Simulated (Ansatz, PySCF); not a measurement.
GaF, SMILES [F][Ga] (connectivity only; charge and spin as stated), neutral, multiplicity 1. Atoms are numbered in the order given.

```xyz
2

Ga     0.0000     0.0000    -0.4065
F      0.0000     0.0000     1.3962
```
Charge 0, spin multiplicity 1.

Coordinates come from a B3LYP-D3(BJ)/def2-TZVPD optimisation.

Two levels are set side by side: PBE-D3(BJ)/def2-TZVPD (Ansatz, an electronic-structure program) and B3LYP-D3(BJ)/def2-TZVPD (Ansatz). Each level has its own optimised geometry; the coordinates shown are those of the second. Frequencies come from the Hessian of PySCF at each geometry. Differences are taken from unrounded values.

```csv
quantity,B3LYP-D3(BJ),PBE-D3(BJ),PBE-D3(BJ) minus B3LYP-D3(BJ)
bond Ga1–F2 (Å),1.803,1.813,0.011
highest harmonic wavenumber (cm⁻¹),594,579,-15
mean harmonic wavenumber (cm⁻¹),594,579,-15
zero-point energy (kcal/mol),0.85,0.83,-0.02
```
